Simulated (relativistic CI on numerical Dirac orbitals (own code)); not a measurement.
## Hyperfine structure of Fe⁷⁺, mass number 57

Computed by Dirac-Coulomb-Breit CI, KLI orbitals optimised for each configuration, QED by a radiative potential, unscaled Slater integrals (own radial code, finite nucleus).

Configurations in the expansion (outside the closed core [Ne]): 3s²3p⁶3d, 3s²3p⁵3d², 3s²3p⁶4s, 3s3p⁶3d², 3s²3p⁶4p, 3s²3p⁶4d, 3s²3p⁶4f, 3s²3p⁶5s, 3s²3p⁶5p, 3s²3p⁵3d4s, 3s²3p⁶5d, 3s²3p⁶5f, 3s²3p⁶5g, 3p⁶3d³, 3p⁵3d⁴. Double excitations out of closed p, d and f shells are left out; levels of such configurations are missing from the list, as are those of other unlisted configurations, and high levels can miss mixing partners. These lack a partner that the ground configuration has and come out too high: 3s²3p⁵3d4s.

Nuclear spin I = 1/2, μ = 0.09064 μN (tables of Stone and Pyykkö). The electronic factors are computed for point nuclear moments, without core polarisation or the Bohr-Weisskopf and QED corrections.

```csv
Level,E (cm⁻¹),A (MHz)
3s²3p⁶3d ²D3/2,0,229.9
3s²3p⁶3d ²D5/2,1788,101.9
3s²3p⁵3d² ⁴D°1/2,384844,223.5
3s²3p⁵3d² ⁴D°3/2,385736,133.9
3s²3p⁵3d² ⁴D°5/2,387231,74.36
3s²3p⁵3d² ⁴D°7/2,389404,17.2
3s²3p⁵3d² ⁴G°11/2,407541,250.3
3s²3p⁵3d² ⁴G°9/2,409340,327.1
```

Levels with J = 0, under 50 % of one LS term, or S terms without an open s electron are left out. Small factors come from cancelling terms and can be off by tens of per cent or more.

At this charge configurations can still be misplaced by up to about 7 % of their energy. 8 of the 18 excited levels that our extract of the measured tables holds in this range could be paired (the sources list more); they are missed by 1279 cm⁻¹ on average and 2970 at most, and levels without a partner can miss by more.

**Question.** Give the hyperfine levels of 3s²3p⁶3d ²D3/2 relative to its centre of gravity.

**Answer.** With K = F(F + 1) − I(I + 1) − J(J + 1), E = AK/2: F = 1: -287.3, F = 2: 172.4 MHz.

LS names give the leading component of a level, which can be under half, so a name can repeat, a term be missing and a line seem to break the LS rules.
